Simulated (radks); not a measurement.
Values are calculated unless marked as measured or tabulated.
Task: Mn3+, configuration [Ne] 3s1 3p6 3d4 4p1 (not the ground configuration). Level of theory: Dirac Kohn-Sham, Wu-Cohen GGA, spin-unpolarised, spherical densities, finite nucleus; open shells fill j = l - 1/2 first; Fermi nuclear charge, rms radius 3.7057 fm (a radial shooting solver on a logarithmic mesh with Libxc functionals).

Spin-orbit splittings of the eigenvalues, e(l+1/2) - e(l-1/2), with zeta = 2 splitting/(2l+1) and mean radii in bohr:

| shell | occ. | splitting (eV) | zeta (eV) | <r> j=l-1/2 | <r> j=l+1/2 |
|---|---|---|---|---|---|
| 2p | 6 | 10.45 | 6.964 | 0.2450 | 0.2479 |
| 3p | 6 | 1.370 | 0.9130 | 0.8658 | 0.8736 |
| 3d | 4 | 0.1597 | 0.06390 | 0.9728 | 0.9755 |
| 4p | 1 | ? | ? | 2.520 | 2.536 |
| 4d | 0 | 0.01913 | 0.007651 | 3.321 | 3.325 |

Estimate the 4p splitting.

Result: 0.1821 eV (zeta = 0.1214 eV).
